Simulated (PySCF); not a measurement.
## Oxygen: a sound run and one with changed settings

Sound run: O(2+) [He] 2s2 2p2, O(3+) [He] 2s2 2p1. Computed with PySCF 2.14 in x2c-SVPall, with scalar relativity by spin-free X2C-1e. The sound run starts from symmetry-adapted Hartree-Fock orbitals and uses a fine grid where one is needed.

Changed run: 6 angular points. This setting is unsound on purpose.

```
species  method  sound run (hartree)  changed run (hartree)  converged
  O(2+)     UHF            -73.05232              -73.05232        yes
  O(2+)     LDA            -72.65844              -72.71618        yes
  O(2+)   M06-L            -73.23551              -73.39174         no
  O(3+)     UHF            -71.03918              -71.03918        yes
  O(3+)     LDA            -70.61589              -70.68004        yes
  O(3+)   M06-L            -71.20125              -71.30269        yes
```

Ionisation energy of O(2+):

```csv
method,sound run (eV),changed run (eV)
UHF,54.780,54.780
LDA,55.581,55.406
```

A coarse angular grid integrates products of high-l functions wrongly, so density functionals can shift, and the SCF can exploit the error; Hartree-Fock and MP2 need no grid.

For comparison, NIST gives 54.936 eV between the lowest levels.
